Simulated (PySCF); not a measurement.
Species: C4H8F2O2Si.
SMILES with atom numbers: `[F:1][CH:2]([F:3])[O:4][C@@H:5]1[CH2:6][CH2:7][O:8][SiH2:9]1` (hydrogens: H10 on C2; H11 on C5; H12, H13 on C6; H14, H15 on C7; H16, H17 on Si9)

Cartesian coordinates in Å at the PBE0-D3(BJ)/def2-SVP level; atoms count from 1:
```
atom  x, y, z in Å
F1     3.2908   -0.6666    1.1085
C2     2.3727   -0.1377    0.3018
F3     2.4671    1.2106    0.4173
O4     1.1633   -0.5836    0.7021
C5     0.0966   -0.4747   -0.2400
C6    -0.5161    0.9292   -0.2848
C7    -1.3963    1.0894    0.9542
O8    -2.1483   -0.0996    1.1283
Si9   -1.3898   -1.4457    0.4763
H10    2.5981   -0.3988   -0.7513
H11    0.4413   -0.7990   -1.2387
H12    0.2493    1.7161   -0.3541
H13   -1.1476    0.9931   -1.1879
H14   -2.0911    1.9375    0.8522
H15   -0.7679    1.2714    1.8446
H16   -2.2366   -2.0843   -0.5732
H17   -0.9968   -2.4492    1.5018
```

Computed with PySCF at PBE0/pcSseg-1, non-relativistic, on one gas-phase PBE0-D3(BJ)/def2-SVP geometry that isn't relaxed in the solvent. The solvent is an IEF-PCM continuum (cavity from Bondi-type radii × 1.2). Specific hydrogen bonds and non-electrostatic terms are outside this model.

| run | E − E(gas) (kcal/mol) | HOMO (eV) | HOMO–LUMO gap (eV) | dipole (D) |
| --- | --- | --- | --- | --- |
| gas | 0.00 | -8.02 | 8.39 | 2.87 |
| P | -2.68 | -7.94 | 8.42 | 3.24 |
| Q | -6.28 | -7.91 | 8.46 | 3.85 |

The runs were made in benzene and dimethylsulfoxide. Which run belongs to which solvent?

P = benzene, Q = dimethylsulfoxide. The dielectric constants are 2.271 (benzene), 46.83 (dimethylsulfoxide), and the energy falls further as ε rises. In this model the ground state sees the solvent through ε alone.

How constant is the ratio of the lowering to (ε − 1)/(2ε + 1)?

```json
{"solvent": "benzene", "(ε − 1)/(2ε + 1)": "0.229", "E − E(gas) (kcal/mol)": "-2.68", "ratio (kcal/mol)": "-11.7", "polarisation term (kcal/mol)": "-2.87"}
{"solvent": "dimethylsulfoxide", "(ε − 1)/(2ε + 1)": "0.484", "E − E(gas) (kcal/mol)": "-6.28", "ratio (kcal/mol)": "-13.0", "polarisation term (kcal/mol)": "-7.45"}
```

The ratio changes by +10.8 % in size from benzene to dimethylsulfoxide. The polarisation term is half the interaction of the solute with the induced surface charges.

Time: 35 s of wall time; peak memory 1.1 GiB. Hardware: an Arm Neoverse V2 with one thread, shared host with 96 logical CPUs at a one-minute load of 84. This is the whole shielding run at PBE0/pcSseg-1 in dimethylsulfoxide, SCF included.
